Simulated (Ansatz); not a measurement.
Basis-set series for Ge$_{2}$H$_{10}$Si$_{3}$, SMILES `[SiH2]1[SiH2][GeH2][GeH2][SiH2]1`. Total charge 0; spin multiplicity 1. The structure was optimised at the PBE0-D4/def2-TZVP level.

```
atom   x (Å)   y (Å)   z (Å)
 Si1  -1.392  -0.700  -1.191
 Si2  -0.537  -1.770   0.708
 Ge3   0.452   0.013   1.954
 Ge4   1.077   1.670   0.271
 Si5   0.354   0.733  -1.806
  H6  -2.570   0.120  -0.790
  H7  -1.803  -1.638  -2.271
  H8  -1.561  -2.520   1.486
  H9   0.534  -2.717   0.290
 H10   1.668  -0.453   2.774
 H11  -0.577   0.625   2.922
 H12   2.591   1.947   0.283
 H13   0.344   2.995   0.550
 H14  -0.045   1.770  -2.797
 H15   1.465  -0.076  -2.381
```

```csv
functional,basis,functions,energy (Eh),HOMO (eV),LUMO (eV)
PBE0-D4,def2-SVP,168,-5026.84867,-7.66,-0.79
PBE0-D4,def2-QZVPP,688,-5027.79340,-7.61,-0.92
ωB97M-V,def2-SVP,168,-5027.39181,-9.54,1.03
ωB97M-V,def2-QZVPP,688,-5028.33440,-9.52,0.80
```

Give the rows for def2-TZVPP. (Best estimate.)

Ansatz gave: 
| functional | basis | functions | energy (Eh) | HOMO (eV) | LUMO (eV) |
| --- | --- | --- | --- | --- | --- |
| PBE0-D4 | def2-TZVPP | 362 | -5027.67532 | -7.61 | -0.88 |
| ωB97M-V | def2-TZVPP | 362 | -5028.21993 | -9.53 | 0.86 |

Positive LUMOs are unbound and depend on the basis. Scalar relativity is left out up to krypton.
